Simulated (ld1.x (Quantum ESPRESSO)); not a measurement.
**Pseudopotential generation for Re (Z = 75): ultrasoft, LDA (PZ), scalar-relativistic.**

Re, ultrasoft, made with ld1.x (Quantum ESPRESSO) 7.5 (LDA (PZ), scalar-relativistic). Core [Xe], reference 4f14 5d5 6s0.5 6p0 (charge +1.5). Waves: 6s (bound): rcut 2.35, rcutus 2.75 bohr; 6s channel at 0.6 Ry: rcut 2.35, rcutus 2.75 bohr; 6p (bound, empty): rcut 1.90, rcutus 2.40 bohr; 6p channel at 2.7 Ry: rcut 1.90, rcutus 2.40 bohr; 5d (bound): rcut 2.10, rcutus 2.45 bohr; 5d channel at -0.55 Ry: rcut 2.10, rcutus 2.45 bohr; 4f (bound): rcut 0.40, rcutus 0.55 bohr; 4f channel at -3.45 Ry: rcut 0.40, rcutus 0.55 bohr. Local part: all-electron potential smoothed inside 1.40 bohr (lloc = -1). Core correction: a·sin(br)/r model core inside 0.40 bohr. Augmentation charge: built from norm-conserving waves at rcut, not smoothed further.

Poles of the logarithmic derivatives, all-electron (AE) and pseudo (PS). s: poles at 0.0 (AE) and 0.0, 4.8 (PS) Ry. p: poles at -4.3, 1.3 (AE) and -2.9, 1.4 (PS) Ry. d: poles at -1.0, 3.6 (AE) and -1.0, 3.9 (PS) Ry. f: poles at 2.0 (AE) and 2.0 (PS) Ry. Test radius 3.01 bohr.

* Ghost test: ghost states, extra bound levels that the all-electron valence spectrum of the same l lacks: s at -1486.9 eV, d at -13.8 eV (other channels not judged); a true bound ghost makes a file unfit for plane-wave use (spherical-Bessel basis up to 400 Ry, 20 bohr box)
* Configuration tests: test run stopped at test 1 of 9 (negative rho)
* Lowest eigenvalue of the overlap operator: 0.04 (s channel)
